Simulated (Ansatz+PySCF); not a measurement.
The numbers below are computed, except where a source is named.
Input for PySCF 2.14.0:

```python
from pyscf import gto, scf

mol = gto.M(atom="""
Cu 0.000000 0.000000 -1.026860
Cu 0.000000 0.000000 1.026860
""", basis='def2-svp', charge=0, spin=0)
mf = scf.RHF(mol)
mf.init_guess = 'minao'
mf.kernel()
while True:  # follow internal instabilities
    mo, _, stable, _ = mf.stability(return_status=True)
    if stable: break
    mf.kernel(mf.make_rdm1(mo, mf.mo_occ))
print(mf.converged, mf.e_tot, mf.spin_square()[0])
```

The script is written out from the run's settings.

Results

```json
{
  "Converged": "yes",
  "Total energy": "-3277.38137 hartree",
  "Spin squared of the determinant": "0.000"
}
```
